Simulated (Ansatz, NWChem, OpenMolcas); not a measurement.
**A ladder of methods for SiHF3 (SMILES F[SiH](F)F)**

The species is SiHF3 (5 atoms), meant as a singlet with charge 0. As SMILES, `F[SiH](F)F`. The coordinates come from a PBE0-D4/def2-TZVP relaxation.

```xyz
5

F    -0.4471   -0.0822    1.4913
Si    0.0407    0.0017   -0.0018
F    -0.5971    1.2814   -0.6572
F    -0.4959   -1.2633   -0.7672
H     1.4994    0.0624   -0.0651
```

Quantity: the HOMO–LUMO gap, in eV. The values are calculated.

```tsv
level	kind	program	value (eV)	CPU time
BLYP/def2-SVPD	GGA	OpenMolcas	9.38	30 s
PBE/def2-SVPD	GGA	NWChem	9.47	13 s
revPBE/def2-SVPD	GGA	NWChem	9.43	18 s
M06-L/def2-SVPD	meta-GGA	OpenMolcas	10.35	39 s
TPSS/def2-SVPD	meta-GGA	OpenMolcas	9.87	40 s
r2SCAN/def2-SVPD	meta-GGA	OpenMolcas	10.65	39 s
PBE0/def2-SVPD	global hybrid	Ansatz	11.91	6.4 s
B2PLYP/def2-SVPD	double hybrid	Ansatz	14.13	8.9 s
```

The values span 9.38 to 14.13 eV. Orbital gaps aren't excitation energies, and those of double hybrids come from the SCF part alone; they tend to grow with the share of exact exchange. Times are those of the runs behind each value, whatever else they computed, on shared processors of several kinds: orders of magnitude only.
